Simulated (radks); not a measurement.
Initial-state core-level shifts of the zinc ion Zn2+ when its valence configuration changes from [Ar] 3d10. Calculated with a radial shooting solver on a logarithmic mesh with Libxc functionals: Dirac Kohn-Sham, PBE, spin-unpolarised, spherical densities, point nucleus; open shells fill j = l - 1/2 first. Shifts are changes of the shell-averaged eigenvalues in eV (positive: less bound).

\begin{tabular}{lrrrr}
valence & 1s & 2s & 3s & 3p \\ \hline
3d9.5 4p0.5 & -4.741 & -5.130 & -4.666 & -4.569 \\
3d7.5 4p2.5 & -26.444 & -28.964 & -25.110 & -24.547 \\
3d8 4p2 & -20.608 & -22.515 & -19.755 & -19.317 \\
3d7 4s1 4p2 & -31.052 & -34.277 & -29.133 & -28.453 \\
3d9 4p1 & -9.770 & -10.607 & -9.534 & -9.331 \\
3d8.5 4p1.5 & -15.065 & -16.408 & -14.573 & -14.256 \\
3d8.5 4s1 4p0.5 & -13.561 & -14.963 & -13.071 & -12.761 \\
3d7.5 4s0.5 4p2 & -25.695 & -28.240 & -24.369 & -23.811 \\
3d6.5 4s0.5 4p3 & -38.102 & -42.014 & -35.441 & -34.628 \\
\end{tabular}
